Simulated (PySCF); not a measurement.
SMILES [O-]c1ccccc1 (C6H5O (anion, charge -1)) (GFN2-xTB optimised geometry):

```
12

O      1.479    -2.241     0.000
C      0.794    -1.182     0.000
C     -0.639    -1.182     0.000
C     -1.376    -0.025     0.000
C     -0.763     1.222     0.000
C      0.626     1.271     0.000
C      1.380     0.125     0.000
H     -1.141    -2.145     0.000
H     -2.464    -0.081     0.000
H     -1.352     2.134     0.000
H      1.123     2.241     0.000
H      2.464     0.189     0.000
```

Level of theory: PySCF 2.14.0 with PBE/def2-TZVPD.

What are the frontier orbital energies?

HOMO-2 -1.53 eV, HOMO-1 0.23 eV, HOMO 0.48 eV, LUMO 3.26 eV, LUMO+1 3.73 eV.

Meta-Löwdin charges at PBE/def2-TZVPD: O1 -0.65, C2 0.24, C3 -0.23, C4 -0.15, C5 -0.24, C6 -0.15, C7 -0.23, H8 0.09, H9 0.08, H10 0.08, H11 0.08, H12 0.09.
